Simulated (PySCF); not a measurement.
C4H3FS, SMILES c1scc(c1)F.

The structure is a stationary point at B3LYP-D3(BJ)/def2-SVP.

The numbers are results of SMD-M06-2X/def2-SVP in PySCF, not measurements.

Solvation free energies are E(SMD) − E(gas) at the gas-phase geometry, for 1 M in both phases. In vacuum the dipole moment is 1.24 D.

**Question.** Rank water, n-hexane, diethylether by solvation free energy, most negative first.

**Answer.** diethylether (-3.7 kcal/mol), n-hexane (-3.0 kcal/mol), water (-0.3 kcal/mol)
